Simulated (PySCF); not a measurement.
Molecule: `O=C1CCCCC1`, C6H10O.

Cartesian coordinates in Å; atom numbers follow the order of the lines, from 1:
```xyz
17

O     2.575    0.486   -0.120
C     1.406    0.304    0.123
C     0.400    1.435    0.179
C    -0.868    1.122   -0.619
C    -1.460   -0.226   -0.223
C    -0.439   -1.345   -0.393
C     0.836   -1.070    0.407
H     0.133    1.574    1.243
H     0.896    2.355   -0.162
H    -1.605    1.928   -0.480
H    -0.623    1.108   -1.695
H    -2.359   -0.438   -0.824
H    -1.793   -0.188    0.830
H    -0.867   -2.314   -0.092
H    -0.180   -1.439   -1.462
H     1.622   -1.815    0.218
H     0.600   -1.102    1.487
```

Geometry PBE0-D3(BJ)/def2-SVP throughout; GIAO in PySCF 2.14.0 with density-fitted response routines, gas phase, one conformer, non-relativistic; equivalent atoms averaged; functional PBE0.

For orientation, def2-TZVP gives these shifts δ (against H2O, TMS at the same level): O1 651.3, C2 212.9, C3/C7 44.5, C4/C6 30.4, C5 28.6, H8/H9/H16/H17 2.20, H12/H13 1.68, H10/H11/H14/H15 1.78 ppm.

A run gave: O1 654.4, C2 203.8, C3/C7 41.9, C4/C6 27.9, C5 25.8, H8/H9/H16/H17 2.37, H12/H13 1.76, H10/H11/H14/H15 1.93 ppm (shifts δ (against H2O, TMS at the same level)).

**Question.** Which basis set was used in that run?
A. 6-31G
B. 6-311+G(2d,p)
C. 6-31G*
D. aug-cc-pVDZ
E. pcSseg-1

**Answer.** A. O1 tells them apart best: 6-31G gives 654.4, pcSseg-1 gives 684.2, aug-cc-pVDZ gives 608.4, 6-311+G(2d,p) gives 638.0, 6-31G* gives 609.3 ppm.
